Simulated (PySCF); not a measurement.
From one molecule to another.

First species: C7H13P.
SMILES: `C=CCP(C=C)CC`

Second species: C4H12O2Si2.
SMILES with atom numbers: `[O:1]=[C:2]([CH2:3][CH2:4][SiH3:5])[CH2:6][SiH2:7][OH:8]` (hydrogens: H9, H10 on C3; H11, H12 on C4; H13, H14, H15 on Si5; H16, H17 on C6; H18, H19 on Si7; H20 on O8)

Levels: PBE0/pcSseg-1 for HOMO energy, LUMO energy and HOMO–LUMO gap. Geometries: GFN2-xTB. All species are isolated and taken at one optimised geometry, non-relativistic unless stated; the electronic structure was computed with PySCF and density fitting.

Dipoles, sizes and rotational constants follow the conformer. The torsions of the flexible species, by atom-mapped SMILES:
- `[CH2:1]=[CH:2][CH2:3][P:4]([CH:5]=[CH2:6])[CH2:7][CH3:8]`: C1–C2–C3–P4 116°, C2–C3–P4–C5 -169°, C3–P4–C5–C6 -123°, C3–P4–C7–C8 -170°

The conformers of `O=C(CC[SiH3])C[SiH2]O` aren't listed.

Values for the first species:

| Item | Value |
| --- | --- |
| HOMO energy | -6.71 eV |
| LUMO energy | -0.28 eV |
| HOMO–LUMO gap | 6.43 eV |

(1) Estimate the same properties for the second species, and the change in each.

Results:

(1) 
```csv
property,first,second,second less first
HOMO energy,-6.71 eV,-7.62 eV,-0.91 eV
LUMO energy,-0.28 eV,-0.93 eV,-0.65 eV
HOMO–LUMO gap,6.43 eV,6.69 eV,+0.26 eV
```

On the second:  GFN2-xTB frequencies show an imaginary mode (30i cm⁻¹), so this geometry is no minimum at that level.
